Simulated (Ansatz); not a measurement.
A run for Ansatz (a program for electronic structure): R-B3LYP/def2-TZVPP on C4H10 (SMILES CCCC).

Ansatz 0.2 input:
```yaml
crystal:
  periodic: [false, false, false]
  atoms:
    - {symbol: C, position_ang: [1.85890590, -0.56537308, 0.08915525]}
    - {symbol: C, position_ang: [0.67252379, 0.27216706, -0.37898417]}
    - {symbol: C, position_ang: [-0.67243146, -0.27140208, 0.09853876]}
    - {symbol: C, position_ang: [-1.85897217, 0.56482152, -0.37154634]}
    - {symbol: H, position_ang: [1.78392600, -1.59190008, -0.27807145]}
    - {symbol: H, position_ang: [1.90267536, -0.60874027, 1.18022666]}
    - {symbol: H, position_ang: [2.80557569, -0.15360952, -0.26553861]}
    - {symbol: H, position_ang: [0.66947971, 0.32542211, -1.47285466]}
    - {symbol: H, position_ang: [0.78823859, 1.30244927, -0.02609534]}
    - {symbol: H, position_ang: [-0.66995201, -0.32308465, 1.19248749]}
    - {symbol: H, position_ang: [-0.78745700, -1.30224507, -0.25293176]}
    - {symbol: H, position_ang: [-1.90299379, 0.60515439, -1.46272507]}
    - {symbol: H, position_ang: [-1.78398680, 1.59236956, -0.00718999]}
    - {symbol: H, position_ang: [-2.80553177, 0.15397085, -0.01550193]}
basis:
  gaussian:
    orbitals: def2-TZVPP
hamiltonian:
  xc: {name: B3LYP}
scf: {lower_state_search: off}
```

Q: Predict the final total energy.

A: -158.5242 hartree.
